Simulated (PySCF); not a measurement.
bromine (Br2), SMILES BrBr.

The structure is a stationary point at PBE-D3(BJ)/def2-TZVP.

Two levels are set side by side: PBE/def2-TZVPD (PySCF) and ωB97X/def2-TZVPD (PySCF). Same geometry, gas phase. Differences are taken from unrounded values.

| quantity | PBE |
|---|---|
| orbital gap (eV) | 2.24 |
| highest occupied level (eV) | -6.90 |
| lowest empty level (eV) | -4.66 |
| mean polarisability (bohr³) | 46.6 |

Task: These are the PBE values. What does ωB97X give? (Estimate from the structure and the level; the computed values follow.)

Result: 
```csv
quantity,ωB97X,PBE minus ωB97X
orbital gap (eV),8.94,-6.70
highest occupied level (eV),-10.51,3.61
lowest empty level (eV),-1.56,-3.10
mean polarisability (bohr³),45.7,0.9
```

PBE's occupied levels lie high since its potential decays too fast outside the molecule; exact exchange lowers them and widens the gap. Differences between two approximate levels are no errors against the true value.

Rough cost on one machine, each run with all the roots and properties that it gave: ωB97X against PBE within a factor of 2.
